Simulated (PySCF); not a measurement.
Ga(H)2(OH) (GaH3O), SMILES [OH][GaH2]. Atoms are numbered in the order given.

```xyz
5

Ga    -0.0052     0.3654     0.0000
H      1.3884     1.0748     0.0000
H     -1.4507     0.9877     0.0000
O      0.1217    -1.4403     0.0000
H     -0.7502    -1.8687     0.0000
```

Coordinates come from a PBE-D3(BJ)/def2-TZVP optimisation.

These are r2SCAN/def2-TZVPD in PySCF values and carry that method's errors.

ESP charges are fitted to the potential on shells at 1.4 to 2.0 van der Waals radii. Atomic charges (e):

```csv
atom,meta-Löwdin,ESP fit
Ga1,0.52,0.69
H2,-0.06,-0.16
H3,-0.08,-0.21
O4,-0.71,-0.67
H5,0.33,0.35
```
